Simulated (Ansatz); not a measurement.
`CSB(F)Cl` + HCl → `FB(Cl)Cl` + CH₃SH at 600 K and 1 bar (ligand exchange at a B–S bond).

Calculated with Ansatz (gas phase, PBE0-D4/def2-TZVP geometries, no zero-point term in ΔE). CBS: MP2 limit from def2 TZ/QZ plus the TZ coupled-cluster correction, frozen cores. This one scheme is used for every species. Each species was taken in one conformer, which may not be the lowest.

| species | CCSD(T)/CBS energy (Eh) | H − E (kJ/mol) | S (J/(mol·K)) |
| --- | --- | --- | --- |
| `CSB(F)Cl` | -1022.12842 | 176.9 | 417.8 |
| HCl | -460.38127 | 35.4 | 207.2 |
| `FB(Cl)Cl` | -1044.28221 | 57.7 | 333.4 |
| CH₃SH | -438.22835 | 152.3 | 296.8 |

H − E and S are ideal-gas, rigid-rotor, harmonic terms from PBE0-D4/def2-TZVP, for one conformer and one mirror image of each species. 1 Eh = 2625.50 kJ/mol, R = 8.31446 J/(mol·K).

Problem. By hand: ΔE, ΔH, ΔS and ΔG.

Solution. ΔE = (-1044.28221) + (-438.22835) − (-1022.12842) − (-460.38127) = -0.00087 Eh = -2.3 kJ/mol. Δ(H − E) = 57.7 + 152.3 − 176.9 − 35.4 = -2.3, so ΔH = -4.6 kJ/mol. ΔS = 333.4 + 296.8 − 417.8 − 207.2 = 5.2 J/(mol·K). ΔG = -4.6 − 600 × (5.2)/1000 = -7.7 kJ/mol.

Problem. By hand: the equilibrium constant, and the temperature at which ΔG would vanish if ΔH and ΔS stayed fixed.

Solution. log₁₀ K = −ΔG/(RT ln 10) = 0.7. ΔH and −TΔS have one sign here, so there is no such temperature.

TΔS isn't small against ΔH here. A doubt of 5 kJ/mol in ΔE shifts log₁₀ K by 0.4 here. Other conformers and mirror images would add mixing entropy, several J/(mol·K) or more a flexible species. These are equilibria of isolated gas molecules and say nothing of rates. Largest T1 diagnostic: 0.012 (customary marks: 0.02 for closed shells, 0.045 for open ones).

ΔS is within the doubt of such terms, so its sign, and with it that verdict, could turn.
